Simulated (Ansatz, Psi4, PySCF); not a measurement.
CS₂, singlet, geometry from GFN2-xTB. Base run: MP2/6-31G* run with PySCF.

Input for PySCF:
```python
from pyscf import gto, scf, mp

mol = gto.Mole()
mol.atom = '''
    S    -0.000000   -0.000000   -1.550125
    C     0.000000    0.000000    0.000000
    S     0.000000    0.000000    1.550125
'''
mol.basis = '6-31g*'
mol.charge = 0
mol.spin = 0
mol.verbose = 4
mol.build()

mf = scf.RHF(mol)
mf.kernel()

pt = mp.MP2(mf)
pt.kernel()
print('E(MP2) = %.10f' % pt.e_tot)
```

The same geometry, method and basis name were run in Ansatz (a quantum-chemistry and plane-wave program) and Psi4 and PySCF, at each program's defaults and at the settings that a row names. The base is PySCF at its defaults. Differences at the defaults can come from grids, fitting, cores and function types together.

| code and settings | ΔE vs base (mEh) | basis functions | E (Eh) | SCF cycles |
|---|---|---|---|---|
| PySCF, defaults (exact integrals, spherical functions, all electrons correlated) | 0.000 | 50 | -833.27420 | 9 |
| Psi4, defaults (density fitting with its default set, Cartesian functions, all electrons correlated) | ? | 53 | ? | 10 |
| Ansatz, defaults (factorised integrals, Cartesian functions, frozen core) | 9.823 | 53 | -833.26438 | - |
| PySCF, frozen core | 16.540 | 50 | -833.25766 | 9 |
| Psi4, exact integrals, spherical functions, frozen core | 16.540 | 50 | -833.25766 | 10 |
| Ansatz, high accuracy, frozen core, Cartesian functions as the basis file defines them | 9.819 | 53 | -833.26438 | - |

Task: Fill in the missing entries.

Result: 
- Psi4, defaults (density fitting with its default set, Cartesian functions, all electrons correlated), ΔE vs base (mEh): -17.082
- Psi4, defaults (density fitting with its default set, Cartesian functions, all electrons correlated), E (Eh): -833.29129
